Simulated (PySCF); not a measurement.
Species: C6H14N2Si2.
Structure used (PBE0-D3(BJ)/def2-SVP), in Å, numbered top down from 1:
```xyz
24
C6H14N2Si2 angstrom
C     -2.736    0.020    1.883
C     -1.988   -0.355    1.004
C     -1.109   -0.758   -0.060
C     -0.801   -2.065   -0.202
N     -0.612    0.281   -0.870
Si    -1.472    1.828   -0.918
Si     0.912    0.020   -1.740
N      2.146   -0.565   -0.691
C      2.721   -1.882   -0.764
C      2.485    0.174    0.499
H     -3.399    0.355    2.659
H     -0.161   -2.424   -1.009
H     -1.206   -2.798    0.496
H     -0.896    2.590   -2.062
H     -1.285    2.627    0.330
H     -2.929    1.614   -1.152
H      0.784   -0.984   -2.837
H      1.220    1.369   -2.294
H      3.826   -1.841   -0.770
H      2.406   -2.393   -1.686
H      2.417   -2.515    0.093
H      2.105   -0.317    1.417
H      3.580    0.285    0.607
H      2.051    1.185    0.469
```

Method used: PBE0-D3(BJ)/def2-SVP geometry optimisation, gas phase in PySCF 2.14.0.

Masses are those of the commonest isotopes; rigid-rotor values at the optimised geometry. The values belong to one conformer with, in the numbering `[CH:1]#[C:2][C:3](=[CH2:4])[N:5]([SiH3:6])[SiH2:7][N:8]([CH3:9])[CH3:10]`, C2–C3–N5–Si6 -21°, C3–N5–Si7–N8 -50°, N5–Si7–N8–C9 113°.

Question: What are A, B and C (MHz)?

Answer: Ia = 364.50, Ib = 738.14, Ic = 884.88 u·Å²; 505379 MHz·u·Å²/I gives A = 1386, B = 684.7, C = 571.1 MHz.

Question: Classify the top.

Answer: An asymmetric top: κ = (2 × 684.7 − 1386 − 571.1)/(1386 − 571.1) = -0.72.

Question: Is it planar, by Δ = Ic − Ia − Ib?

Answer: Not planar: Δ = Ic − Ia − Ib = -217.77 u·Å². For a rigid frame Δ = −2 Σ m c², so Σ m c² = 108.88 u·Å² lies off the ab plane: 29.34 from hydrogen and 79.54 from heavier atoms. The atom farthest from that plane is 2.34 Å away.

Question: List the rotational levels J(Ka,Kc) to J = 5 (MHz).

Answer: Above 0(0,0):
J = 1: 1(0,1) 1256, 1(1,1) 1958, 1(1,0) 2071
J = 2: 2(0,2) 3755, 2(1,2) 4356, 2(1,1) 4696, 2(2,1) 6802, 2(2,0) 6814
J = 3: 3(0,3) 7472, 3(1,3) 7945, 3(1,2) 8626, 3(2,2) 10569, 3(2,1) 10632, 3(3,1) 14370, 3(3,0) 14371
J = 4: 4(0,4) 12377, 4(1,4) 12718, 4(1,3) 13848, 4(2,3) 15582, 4(2,2) 15763, 4(3,2) 19416, 4(3,1) 19422, 4(4,1) 24705, 4(4,0) 24705
J = 5: 5(0,5) 18439, 5(1,5) 18667, 5(1,4) 20345, 5(2,4) 21833, 5(2,3) 22230, 5(3,3) 25730, 5(3,2) 25754, 5(4,2) 31013, 5(4,1) 31013, 5(5,1) 37814, 5(5,0) 37814
Those of J = 1 are B + C, A + C and A + B.

Question: Which types of transition are allowed, and where do some lines up to J = 2 fall?

Answer: The dipole components are |μa| = 0.49 D, |μb| = 0.61 D, |μc| = 0.75 D. Intensities carry the squares of the components, which stand as 0.42 : 0.65 : 1.00 (a : b : c). Some lines, for components of 0.1 D or more:

```
type  branch         J(Ka,Kc)   MHz  lower level (cm⁻¹)
   c       Q  2(1,2) ← 2(0,2)   601               0.125
   c       Q  1(1,1) ← 1(0,1)   702               0.042
   b       Q  1(1,0) ← 1(0,1)   815               0.042
   b       Q  2(1,1) ← 2(0,2)   942               0.125
   b       R  1(1,1) ← 0(0,0)  1958               0.000
   c       Q  2(2,1) ← 2(1,1)  2106               0.157
   b       Q  2(2,0) ← 2(1,1)  2118               0.157
   a       R  2(1,2) ← 1(1,1)  2398               0.065
   b       Q  2(2,1) ← 2(1,2)  2446               0.145
   a       R  2(0,2) ← 1(0,1)  2499               0.042
   b       R  2(1,2) ← 1(0,1)  3100               0.042
   b       R  2(2,1) ← 1(1,0)  4731               0.069
   c       R  2(2,1) ← 1(1,1)  4844               0.065
   b       R  2(2,0) ← 1(1,1)  4857               0.065
```

Question: Estimate the classical rotational partition function at 10 K, 50 K and 200 K.

Answer: Point group C1, symmetry number σ = 1; q = (√π/σ)·√((kT/h)³/(ABC)), k/h = 20836.6 MHz/K: 7240 at 10 K, 80900 at 50 K, 648000 at 200 K.

Stationary, but not proved a minimum. Zero-point vibration and centrifugal distortion are left out. A rigid rotor knows nothing of internal rotation, which can split or shift real lines. Quadrupole hyperfine structure (14N) is left out.

Hardware: one thread, Arm Neoverse V1 (aarch64), shared host with 32 logical CPUs at a one-minute load of 13. Cost: 13 min of wall time, 1.4 GiB resident at most. These figures are those of the optimisation.
